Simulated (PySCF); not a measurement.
C2H8Ge2, SMILES [GeH3]/[CH]=[CH]/[GeH3]. Geometry: PBE0-D3(BJ)/def2-SVP.

Computed equilibrium geometry at PBE0-D3(BJ)/def2-SVP (PySCF confirms it by a frequency run) as Cartesian coordinates in Å, and its point group:
point group C2h.
```xyz
12

Ge     0.0167     2.3809     0.0000
C     -0.4527     0.4943     0.0000
C      0.4527    -0.4943     0.0000
Ge    -0.0167    -2.3809     0.0000
H      1.5512     2.5015     0.0000
H     -0.5592     3.0788    -1.2475
H     -0.5592     3.0788     1.2475
H     -1.5222     0.2412     0.0000
H      1.5222    -0.2412     0.0000
H      0.5592    -3.0788     1.2475
H      0.5592    -3.0788    -1.2475
H     -1.5512    -2.5015     0.0000
```
Charge 0, spin multiplicity 1.
